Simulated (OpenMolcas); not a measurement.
# Pt2+ in NaCl: curves along the breathing mode

Pt2+ with its 6 nearest chloride ions, on the Na site of NaCl (a = 5.64056 Å, distance in the model lattice 2.820 Å). The rest of the host is ab initio model potentials to 7.6 Å, with orthogonalisation functions on the cations behind the ligands, and point charges beyond; the distance is set by hand and nothing relaxes, and no local charge compensation is placed. Ligand basis ANO-RCC-VDZP.

| Property | Result |
| --- | --- |
| Program | OpenMolcas |
| Method | SS-CASPT2, IPEA 0.25 Eh, imaginary shift 0.1 Eh (closed shells correlated: 5s 5p and the ligand valence shells) |
| Basis | ANO-RCC-VDZP [7s6p4d2f] |
| Scalar Hamiltonian | DKH2, point nucleus |
| Active space | 8 electrons in 5 orbitals (5d) |
| State averaging | 2S+1 = 3 even, 10 roots; 2S+1 = 1 even, 15 roots |
| Spin-orbit coupling | RASSI with atomic mean-field integrals over the reference wave functions |

Spin-free energies (labels of O, the rotations of Oh) in cm-1 above the lowest fitted minimum, as all ligands move together:

```json
{"R (Å)": "2.476", "3A2": "60", "1E": "6200", "3T2": "18240", "1A1": "13430", "3T1": "23870", "3T1(2)": "38650", "1E(2)": "46260"}
{"R (Å)": "2.593", "3A2": "2140", "1E": "8590", "3T2": "16700", "1A1": "15770", "3T1": "22270", "3T1(2)": "33730", "1E(2)": "41820"}
{"R (Å)": "2.651", "3A2": "5110", "1E": "11590", "3T2": "18240", "1A1": "18760", "3T1": "23670", "3T1(2)": "34080", "1E(2)": "42140"}
{"R (Å)": "2.709", "3A2": "9070", "1E": "15610", "3T2": "20980", "1A1": "22660", "3T1": "26220", "3T1(2)": "35560", "1E(2)": "43790"}
{"R (Å)": "2.768", "3A2": "13950", "1E": "20490", "3T2": "24740", "1A1": "27420", "3T1": "29810", "3T1(2)": "38380", "1E(2)": "46620"}
{"R (Å)": "2.826", "3A2": "19460", "1E": "25960", "3T2": "29160", "1A1": "32740", "3T1": "34480", "3T1(2)": "42470", "1E(2)": "50390"}
```

Cubic fits give the following; the wavenumber is harmonic, with the mass of all moving ligands, small differences in it between states hang on the degree of the fit, a number in brackets counts states of one label, and the table is a selection of at most 14 states with clean curves.

| State | R0 (Å) | Breathing mode (cm-1) | Minimum (cm-1) |
| --- | --- | --- | --- |
| 3A2 | 2.491 | 267 | 0 |
| 1E | 2.484 | 263 | 6190 |
| 3T2 | 2.560 | 273 | 16450 |
| 1A1 | 2.484 | 262 | 13410 |
| 3T1 | 2.564 | 258 | 22140 |
| 3T1(2) | 2.616 | 270 | 33690 |
| 1E(2) | 2.610 | 267 | 41760 |
| 1A1(2) | 2.600 | 266 | 54920 |

The minimum of 3T2 is shifted by +0.0688 Å against 3A2 (from the unrounded fits). With M = 212.7 u for the moving shell, the Huang-Rhys factor in this mode is S = M ω ΔR² / 2ħ = 0.01483 × 212.7 × 267 × 0.0688² = 3.99. Only the first shell moves, against a rigid host.

Roots that are degenerate in the reference are averaged as groups; the widest CASPT2 spread within a group is 360 cm-1 (the 3-fold group of multiplicity 3 near 15000 cm-1 above the lowest state of its run, R = 2.826). Shifts and gaps below about the spread of the groups concerned are not significant. Over all roots computed the reference weight is 0.66 to 0.67 in R = 2.476, 0.66 to 0.67 in R = 2.593, 0.66 to 0.67 in R = 2.651, 0.66 to 0.68 in R = 2.709, 0.66 to 0.68 in R = 2.768, 0.66 to 0.68 in R = 2.826; a low but even weight reflects the number of correlated electrons. Real 4d8 and 5d8 ions are as a rule square planar and diamagnetic. Ligand-to-metal charge-transfer states are missing. With no ligand orbital active B as a rule stays too high, so bands that hang on it stand too high and its fall with covalency is understated. With one d shell and no ligand orbital active, 10Dq can be off by a tenth or more. The least metal-like active orbital is 78 % on the metal (Löwdin) and no ligand orbital is active, so the numbers are rough (holds for R = 2.476). The least metal-like active orbital is 82 % on the metal (Löwdin) and no ligand orbital is active, so the numbers are rough (holds for R = 2.593). The least metal-like active orbital is 83 % on the metal (Löwdin) and no ligand orbital is active, so the numbers are rough (holds for R = 2.651). The least metal-like active orbital is 84 % on the metal (Löwdin) and no ligand orbital is active, so the numbers are rough (holds for R = 2.709). These CASPT2 states fit no ligand-field parameters well, so their order and spin gaps are uncertain (holds for R = 2.768; R = 2.826). No measured value stands beside these numbers.
